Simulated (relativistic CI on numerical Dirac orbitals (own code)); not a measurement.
Radial parameters of Au XXVIII

Method of calculation: Dirac-Coulomb-Breit CI, orbitals from a KLI potential per configuration, model QED, unscaled Slater integrals (own radial code, finite nucleus).

Slater integrals F^k, G^k are unscaled and averaged over j, outside the closed core [Ar] 3d10 4p6 4d10; ζ comes from projecting the Hamiltonian with its Breit term on Σ l·s of the shell.

- 4s²4f⁶: F^2(4f,4f) = 252110, F^4(4f,4f) = 163820, F^6(4f,4f) = 119620, ζ(4f) = 11282 cm⁻¹; <r>(4f) = 0.4129, <r^2>(4f) = 0.1962 (bohr units).
- 4s²4f⁵5s: F^2(4f,4f) = 254740, F^4(4f,4f) = 165630, F^6(4f,4f) = 120980, ζ(4f) = 11554, G^3(4f,5s) = 35935 cm⁻¹; <r>(4f) = 0.4093, <r^2>(4f) = 0.1927, <r>(5s) = 0.7385, <r^2>(5s) = 0.6076 (bohr units).
- 4s²4f⁴5s²: F^2(4f,4f) = 257580, F^4(4f,4f) = 167600, F^6(4f,4f) = 122460, ζ(4f) = 11829 cm⁻¹; <r>(4f) = 0.4055, <r^2>(4f) = 0.189 (bohr units).

Averages of the first 6 configurations, taken without configuration mixing, which lowers the lowest level and can move excited configurations by several eV; other configurations of the list can lie among them:

```tsv
Configuration	Parity	States	Average energy above the lowest level (eV)
4s²4f⁶	even	3003	28.7
4s²4f⁵5s	odd	4004	155.1
4s²4f⁴5s²	even	1001	292.4
4s4f⁷	odd	6864	722.8
4s²4f⁵6s	odd	4004	459.8
4f⁸	even	3003	1419.5
```
